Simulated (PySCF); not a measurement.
Compound: C2H11NSi2.
Bonds: N1–Si2, Si2–C3, C3–C4, C4–Si5. Hydrogens: H6, H7 on N1; H8, H9 on Si2; H10, H11 on C3; H12, H13 on C4; H14, H15, H16 on Si5.

A linear-response calculation (PySCF, def2-SVPD basis, gas phase, vertical, core orbitals frozen in the response) gave these numbers; the functional is withheld.

Orbital energies (eV): HOMO-3 -10.66, HOMO-2 -10.25, HOMO-1 -9.63, HOMO -8.76, LUMO 1.02, LUMO+1 1.21, LUMO+2 1.63.

```
state  E (eV)       f  main configurations (H = HOMO, L = LUMO)
   S1    6.36   0.018                                 H→L (92%)
   S2    7.27   0.012      H→L+1 (63%), H→L+2 (12%), H→L+3 (9%)
   S3    7.71   0.013   H-1→L+1 (36%), H-1→L (29%), H→L+3 (11%)
   S4    7.89   0.013   H→L+4 (20%), H-1→L (17%), H-1→L+1 (14%)
   S5    7.93   0.021   H-1→L+1 (28%), H→L+2 (13%), H→L+1 (10%)
   S6    8.04  0.0012     H-1→L (24%), H→L+6 (17%), H→L+4 (15%)
```

Triplets (Tamm–Dancoff): T1 6.01 eV, H→L (87%); T2 7.02 eV, H→L+1 (56%), H→L+2 (11%), H→L+3 (8%); T3 7.35 eV, H-1→L+1 (39%), H-1→L (24%); T4 7.63 eV, H→L+4 (20%), H-1→L+1 (17%), H-2→L (9%).

Vertical ionisation energy by ΔSCF with the same functional: 9.61 eV. Mean static polarisability: 87.8 au.

Task: Name the functional.
A. PBE
B. PBE0
C. HF
D. CAM-B3LYP

Result: D. CAM-B3LYP is range-separated, 19% exact exchange at short range and 65% at long range (ω = 0.33 bohr⁻¹). In this run −ε(HOMO) = 8.76 eV differs from the ΔSCF value by -0.85 eV, and S1 differs from the orbital gap of 9.78 eV by -3.42 eV. The ratio −ε(HOMO)/IP is 0.91. Usual ranges for neutral molecules in this basis: 0.85 to 0.93 with CAM-B3LYP, 0.5 to 0.7 with PBE, 0.7 to 0.83 with PBE0; with Hartree–Fock the ratio is 1 or more (Koopmans' value less the relaxation energy is the ΔSCF value). The other options: PBE, a GGA without exact exchange; HF, time-dependent Hartree–Fock, 100% exact exchange; PBE0, a global hybrid with 25% exact exchange.

Method used: TDDFT CAM-B3LYP/def2-SVPD, vertical, gas phase, core orbitals frozen in the response (PySCF 2.14.0, density-fitted response routines). Geometry: PBE0-D3(BJ)/def2-SVP, one conformer, isolated molecule.

The run took 1.7 min of wall time on an Arm Neoverse V1 with one thread (shared host), and the process peaked at 1.1 GiB of memory.

The values belong to the conformer `[NH2:1][SiH2:2][CH2:3][CH2:4][SiH3:5]`: N1–Si2–C3–C4 -168°, Si2–C3–C4–Si5 -65°, H–N1–Si2–C3 61°, H–N1–Si2–C3 -159°.

Without π bonds the low states are Rydberg-like; a valence basis with one diffuse set may place them up to an eV too high.
